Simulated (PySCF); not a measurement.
antimony atom (Sb), quartet (core potentials on Sb); BLYP/def2-SV(P) in PySCF.

The PySCF input:
```python
from pyscf import gto, scf, dft

mol = gto.M(
    atom='''
Sb    0.000000    0.000000    0.000000
''',
    basis='def2-sv(p)',
    ecp={'Sb': 'def2-sv(p)'},
    charge=0,
    spin=3,
    verbose=4,
)

mf = dft.UKS(mol)
mf.xc = 'blyp'
mf.kernel()
```

It wrote (shortened):

```
PySCF version 2.14.0

[INPUT] verbose = 4
[INPUT] num. atoms = 1
[INPUT] num. electrons = 23
[INPUT] charge = 0
[INPUT] spin (= nelec alpha-beta = 2S) = 3
[INPUT] symmetry False subgroup None
[INPUT] Mole.unit = angstrom
[INPUT] Symbol           X                Y                Z      unit          X                Y                Z       unit  Magmom
[INPUT]  1 Sb     0.000000000000   0.000000000000   0.000000000000 AA    0.000000000000   0.000000000000   0.000000000000 Bohr   0.0

nuclear repulsion = 0
number of shells = 10
number of NR pGTOs = 61
number of NR cGTOs = 26
basis = def2-sv(p)
ecp = {'Sb': 'def2-sv(p)'}

******** <class 'pyscf.dft.uks.UKS'> ********
method = UKS
initial guess = minao
damping factor = 0
level_shift factor = 0
DIIS = <class 'pyscf.scf.diis.CDIIS'>
diis_start_cycle = 1
diis_space = 8
diis_damp = 0
SCF conv_tol = 1e-09
SCF conv_tol_grad = None
SCF max_cycles = 50
direct_scf = True
direct_scf_tol = 1e-13
number electrons alpha = 13  beta = 10
XC library pyscf.dft.libxc version 7.1.2
    S. Lehtola, C. Steigemann, M. J. T. Oliveira, and M. A. L. Marques,  SoftwareX 7, 1–5 (2018)
XC functionals = blyp
    A. D. Becke,  Phys. Rev. A 38, 3098 (1988)
    C. Lee, W. Yang, and R. G. Parr,  Phys. Rev. B 37, 785 (1988)
    B. Miehlich, A. Savin, H. Stoll, and H. Preuss,  Chem. Phys. Lett. 157, 200 (1989)
radial grids:
    Treutler-Ahlrichs [JCP 102, 346 (1995); DOI:10.1063/1.469408] (M4) radial grids

becke partition: Becke, JCP 88, 2547 (1988); DOI:10.1063/1.454033
pruning grids: <function nwchem_prune>
grids dens level: 3
symmetrized grids: False
atomic radii adjust function: <function treutler_atomic_radii_adjust>
small_rho_cutoff = 0
Set gradient conv threshold to 3.16228e-05
tot grids = 21960
init E= -215.318163815291

cycle= 1 E= -239.449914433979  delta_E= -24.1  |g|= 1.51  |ddm|= 6.85
cycle= 2 E= -239.743407627631  delta_E= -0.293  |g|= 1.11  |ddm|= 4.14
cycle= 3 E= -240.152678874326  delta_E= -0.409  |g|= 0.0912  |ddm|= 1.67
cycle= 4 E= -240.156660428126  delta_E= -0.00398  |g|= 0.00755  |ddm|= 0.219
cycle= 5 E= -240.156703545439  delta_E= -4.31e-05  |g|= 0.000153  |ddm|= 0.0253
cycle= 6 E= -240.156703570604  delta_E= -2.52e-08  |g|= 5.42e-06  |ddm|= 0.000576
cycle= 7 E= -240.156703570626  delta_E= -2.22e-11  |g|= 8.67e-08  |ddm|= 1.83e-05
Extra cycle  E= -240.156703570626  delta_E= -8.53e-14  |g|= 2.68e-08  |ddm|= 3.52e-07
converged SCF energy = -240.156703570626  <S^2> = 3.7503395  2S+1 = 4.0001698
```
